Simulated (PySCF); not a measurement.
# Electron correlation in Ar⁺ (argon, charge +1)

[Ne] 3s1 3p5 3d1, one real determinant (an excited configuration). Calculation: PySCF 2.14, in aug-cc-pwCVTZ (8s7p5d3f, 75 functions); the non-relativistic Hamiltonian (point nucleus). Frozen: 1s2; 15 electrons correlated.

MP2 pair energies summed by pair of shells (mhartree):

```json
{"pair": "2p-2p", "energy": "-164.74", "share (%)": "34.1"}
{"pair": "3p-3p", "energy": "-148.33", "share (%)": "30.7"}
{"pair": "2p-3p", "energy": "-46.19", "share (%)": "9.6"}
{"pair": "2s-2p", "energy": "-41.60", "share (%)": "8.6"}
{"pair": "3p-3d", "energy": "-33.28", "share (%)": "6.9"}
{"pair": "3s-3p", "energy": "-18.61", "share (%)": "3.9"}
{"pair": "2s-2s", "energy": "-8.46", "share (%)": "1.8"}
{"pair": "2s-3p", "energy": "-8.05", "share (%)": "1.7"}
{"pair": "2p-3s", "energy": "-6.95", "share (%)": "1.4"}
{"pair": "2p-3d", "energy": "-3.31", "share (%)": "0.7"}
{"pair": "2s-3s", "energy": "-1.51", "share (%)": "0.3"}
{"pair": "3s-3d", "energy": "-1.35", "share (%)": "0.3"}
{"pair": "2s-3d", "energy": "-0.52", "share (%)": "0.1"}
```

Total MP2 correlation energy: -482.89 mhartree.

Same-spin part -126.00 and opposite-spin part -356.89 mhartree; SCS-MP2 scales them by 1/3 and 6/5 to -470.27 mhartree.

The reference is one real determinant that mixes LS terms of this configuration.
